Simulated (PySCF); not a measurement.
Al(Br)2(Et), C2H5AlBr2, SMILES [Br][Al]([CH2]C)[Br], PBE0/def2-SVP optimised geometry.

```
10

Al    -0.25    -0.91     0.00
Br     2.00    -0.91     0.00
Br    -1.28    -2.92    -0.01
C     -1.29     0.74     0.00
C     -0.51     2.05     0.07
H     -2.00     0.66     0.84
H     -1.92     0.70    -0.91
H      0.19     2.16    -0.77
H      0.10     2.12     0.99
H     -1.18     2.92     0.05
```

Density from PBE0/def2-TZVP in PySCF 2.14.0 at that geometry.

Minimum of the electron density along straight lines between bonded atoms, close to the bond critical point (lines longer than 1.1 times the sum of covalent radii, or with two minima, are not listed):

| bond | length / Å | ρ at the minimum / e bohr⁻³ | ∇²ρ there / e bohr⁻⁵ | position (fraction from the first atom) |
|---|---|---|---|---|
| Al1–Br2 | 2.256 | 0.066 | 0.20 | 0.37 |
| Al1–Br3 | 2.256 | 0.066 | 0.20 | 0.37 |
| Al1–C4 | 1.948 | ___ | 0.25 | 0.40 |
| C4–C5 | 1.527 | 0.240 | ___ | 0.50 |
| C4–H6 | 1.106 | 0.264 | -0.85 | 0.64 |
| C4–H7 | 1.106 | 0.264 | -0.85 | 0.64 |
| C5–H8 | 1.101 | 0.272 | -0.92 | 0.64 |
| C5–H9 | 1.101 | 0.272 | -0.91 | 0.64 |
| C5–H10 | 1.102 | 0.272 | -0.91 | 0.64 |

Problem. Some entries are withheld; supply them.

Solution. 
- Al1–C4, ρ at the minimum / e bohr⁻³: 0.090
- C4–C5, ∇²ρ there / e bohr⁻⁵: -0.58
